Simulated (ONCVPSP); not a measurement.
**Rb: excitation energies, all-electron against ONCV**

| Quantity | Value |
| --- | --- |
| Element | Rb (Z = 37) |
| Generator | ONCVPSP 4.0.1 |
| Type | optimised norm-conserving Vanderbilt (ONCV) |
| Functional | PBE |
| Relativity | fully relativistic |
| Frozen core | [Ar] 3d10 |
| Valence charge | 9 |
| Reference configuration | 4s2 4p6 5s0.75 5p0.25 |
| Partial waves | 4s+5s: rc 2.45 bohr, ncon 3, nbas 6, qcut 4.7 1/bohr, 2 projectors; 4p+5p: rc 2.95 bohr, ncon 4, nbas 9, qcut 5.7 1/bohr, 2 projectors; d scattering state at 0.44 Ha: rc 2.30 bohr, ncon 3, nbas 6, qcut 4.7 1/bohr, 2 projectors, debl 1.6 Ha |
| Local potential | polynomial inside 2.10 bohr (lpopt 5, dvloc0 2 Ha) |
| Core correction | Teter function, fcfact 3.75, rcfact 1.35 |

Open shells are filled in proportion to 2j + 1.

Energies are relative to the spin-unpolarised reference configuration 4s2 4p6 5s0.75 5p0.25; without spin polarisation the order of configurations can differ from experiment.

(1) Give the all-electron excitation energy and the error of the potential for: 4s2 4p6 5s1 5p0; 4s2 4p6 5s0 5p0; 4s2 4p6 5s0.5 5p0; 4s2 4p5 5s1 5p0.

Answers

(1)

```tsv
valence configuration	charge	ΔE all-electron (eV)	error AE − PS (meV)
4s2 4p6 5s1 5p0	0	-0.372	0.0
4s2 4p6 5s0 5p0	+1	3.781	-0.1
4s2 4p6 5s0.5 5p0	+0.5	1.206	0.0
4s2 4p5 5s1 5p0	+1	20.778	-12
```
